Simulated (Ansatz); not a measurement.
A run on `[SiH2][S][GeH3]` radical with other settings.

```yaml
crystal:
  periodic: [false, false, false]
  atoms:
    - {symbol: Si, position_ang: [-0.878028, 1.488249, -0.661991]}
    - {symbol: S, position_ang: [1.044624, 0.591073, -0.762468]}
    - {symbol: Ge, position_ang: [0.739675, -1.018409, 0.752530]}
    - {symbol: H, position_ang: [-1.958602, 0.475678, -0.855704]}
    - {symbol: H, position_ang: [-0.926320, 2.513676, -1.739977]}
    - {symbol: H, position_ang: [0.538864, -0.391747, 2.139255]}
    - {symbol: H, position_ang: [2.019515, -1.860524, 0.710061]}
    - {symbol: H, position_ang: [-0.487427, -1.855094, 0.362694]}
basis:
  gaussian: {orbitals: def2-mTZVPP}
magnetization: {spin_polarized: false, initial_magnetization: 1}
hamiltonian: {xc: {name: BLYP}}
output: {forces: true}
```

```sh
$ ansatz run in.yaml --threads 4 --pin off --events-out ev --progress --plain --max-ram 10444MiB
```

Shortened log:

```
Functional definition: BLYP
1125 factors; their error is unknown
mean field evaluation 1: about -75311.9049 eV, gradient 3.2e1 eV
mean field evaluation 2: about -75310.3354 eV, gradient 4.4e1 eV
mean field evaluation 4: about -75313.6420 eV, gradient 3.5e0 eV
mean field evaluation 8: about -75313.6838 eV, gradient 6.9e-2 eV
mean field evaluation 16: about -75313.6533 eV, gradient 4.0e-5 eV
mean field -75313.65334318 eV, -2767.7257109342 hartree, gradient 4.0e-5 eV, S^2 0.750000; 0 other end points of the search recorded, 0 dependent functions left out
reference -75313.65369785 eV, -2767.7257239679 hartree; 34, 33 occupied and 81, 82 virtual orbitals, 1125 factors
Total energy: -75313.65369785 eV, -2767.7257239679 hartree
Atom 0 at    -0.878028     1.488249    -0.661991 Å, force    -0.532205     0.382175     0.119625 eV/Å
Atom 1 at     1.044624     0.591073    -0.762468 Å, force     0.616577     0.218883    -0.474728 eV/Å
Atom 2 at     0.739675    -1.018409     0.752530 Å, force    -0.013071    -0.418008     0.357951 eV/Å
Atom 3 at    -1.958602     0.475678    -0.855704 Å, force    -0.064570    -0.051956    -0.047494 eV/Å
Atom 4 at    -0.926320     2.513676    -1.739977 Å, force    -0.006307     0.038169    -0.099335 eV/Å
Atom 5 at     0.538864    -0.391747     2.139255 Å, force    -0.016391     0.042940     0.156326 eV/Å
Atom 6 at     2.019515    -1.860524     0.710061 Å, force     0.133925    -0.104379     0.006668 eV/Å
Atom 7 at    -0.487427    -1.855094     0.362694 Å, force    -0.117958    -0.107824    -0.019014 eV/Å
Dipole moment:    -0.069505    -0.208594     0.175222 e Å
```

It took 0.65 s on 4 threads of an AMD EPYC 9R45 on a shared host, with 0.41 GiB of host memory at the peak.
